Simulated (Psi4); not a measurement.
P₂, charge +1, doublet, geometry from GFN2-xTB (a state made from the parent by changing its charge; the spin is typed, not shown lowest); SVWN/def2-SVP (Psi4).

Psi4 was given this input:
```
memory 2 GB

molecule mol {
1 2
P    -0.000000   -0.000000   -0.984938
P     0.000000    0.000000    0.984938
}

set {
  basis def2-svp
  reference uks
}

energy('svwn')
print_variables()
```

It wrote (shortened):

```
   => Loading Basis Set <=

    Name: DEF2-SVP
    Role: ORBITAL
    Keyword: BASIS

         ---------------------------------------------------------
                                   SCF
               by Justin Turney, Rob Parrish, Andy Simmonett
                          and Daniel G. A. Smith
                              UKS Reference
         ---------------------------------------------------------

  ==> Geometry <==

    Molecular point group: d2h
    Full point group: D_inf_h

    Geometry (in Angstrom), charge = 1, multiplicity = 2:

       Center              X                  Y                   Z               Mass
    ------------   -----------------  -----------------  -----------------  -----------------
         P            0.000000000000     0.000000000000    -0.984938000000    30.973761998420
         P            0.000000000000     0.000000000000     0.984938000000    30.973761998420

  Running in d2h symmetry.

  Rotational constants: A = ************  B =      0.28051  C =      0.28051 [cm^-1]
  Rotational constants: A = ************  B =   8409.60234  C =   8409.60234 [MHz]
  Nuclear repulsion =   60.442826046284132

  Charge       = 1
  Multiplicity = 2
  Electrons    = 29
  Nalpha       = 15
  Nbeta        = 14

  ==> Algorithm <==

  SCF Algorithm Type is DF.
  DIIS enabled.
  MOM disabled.
  Fractional occupation disabled.
  Guess Type is SAD.
  Energy threshold   = 1.00e-06
  Density threshold  = 1.00e-06
  Integral threshold = 1.00e-12

  ==> Primary Basis <==

  Basis Set: DEF2-SVP
    Blend: DEF2-SVP
    Number of shells: 16
    Number of basis functions: 36
    Number of Cartesian functions: 38
    Spherical Harmonics?: true
    Max angular momentum: 2

  ==> DFT Potential <==

   => LibXC <=

    Version 7.1.2
    S. Lehtola, C. Steigemann, M. J. T. Oliveira, and M. A. L. Marques,  SoftwareX 7, 1–5 (2018) (10.1016/j.softx.2017.11.002)

   => Composite Functional: SVWN <=

    Slater exchange
    Vosko, Wilk & Nusair (VWN5_RPA)
    P. A. M. Dirac,  Math. Proc. Cambridge Philos. Soc. 26, 376 (1930) (10.1017/S0305004100016108)
    F. Bloch,  Z. Phys. 57, 545 (1929) (10.1007/BF01340281)
    S. H. Vosko, L. Wilk, and M. Nusair,  Can. J. Phys. 58, 1200 (1980) (10.1139/p80-159)

    Deriv               =              1
    GGA                 =          FALSE
    Meta                =          FALSE

    Exchange Hybrid     =          FALSE
    MP2 Hybrid          =          FALSE

   => Exchange Functionals <=

[...]
    NA   [     5,    0,    1,    1,    0,    4,    2,    2 ]
    NB   [     5,    0,    1,    1,    0,    4,    2,    1 ]

   @DF-UKS iter  98:  -680.16288635989042   -6.50296e-04   1.75814e-03 ADIIS/DIIS
    Occupation by irrep:
             Ag   B1g   B2g   B3g    Au   B1u   B2u   B3u
    DOCC [     5,    0,    1,    1,    0,    4,    1,    2 ]
    SOCC [     0,    0,    0,    0,    0,    0,    1,    0 ]
    NA   [     5,    0,    1,    1,    0,    4,    2,    2 ]
    NB   [     5,    0,    1,    1,    0,    4,    1,    2 ]

   @DF-UKS iter  99:  -680.16287282391886    1.35360e-05   1.77592e-03 ADIIS/DIIS
    Occupation by irrep:
             Ag   B1g   B2g   B3g    Au   B1u   B2u   B3u
    DOCC [     5,    0,    1,    1,    0,    4,    2,    1 ]
    SOCC [     0,    0,    0,    0,    0,    0,    0,    1 ]
    NA   [     5,    0,    1,    1,    0,    4,    2,    2 ]
    NB   [     5,    0,    1,    1,    0,    4,    2,    1 ]

   @DF-UKS iter 100:  -680.16276321001953    1.09614e-04   1.91376e-03 ADIIS/DIIS

PsiException: Could not converge SCF iterations in 100 iterations.

  Failed to converge.

Traceback (most recent call last):
  File "psi4", line 375, in <module>
  File "<string>", line 23, in <module>
  File "site-packages/psi4/driver/driver.py", line 533, in energy
  File "site-packages/psi4/driver/procrouting/proc.py", line 2760, in run_scf
  File "site-packages/psi4/driver/procrouting/proc.py", line 2047, in scf_helper
  File "site-packages/psi4/driver/procrouting/scf_proc/scf_iterator.py", line 93, in scf_compute_energy
  File "site-packages/psi4/driver/procrouting/scf_proc/scf_iterator.py", line 86, in scf_compute_energy
  File "site-packages/psi4/driver/procrouting/scf_proc/scf_iterator.py", line 609, in scf_iterate

psi4.driver.p4util.exceptions.SCFConvergenceError: Could not converge SCF iterations in 100 iterations.

Printing out the relevant lines from the Psithon --> Python processed input file:
    P     0.000000    0.000000    0.984938
    ""","mol")
    core.IO.set_default_namespace("mol")
    core.set_global_option("BASIS", "def2-svp")
    core.set_global_option("REFERENCE", "uks")
--> energy('svwn')
    print_variables()

!-------------------------------------------------------!
!                                                       !
!  Could not converge SCF iterations in 100 iterations. !
!                                                       !
!-------------------------------------------------------!
```

Convergence was not reached.
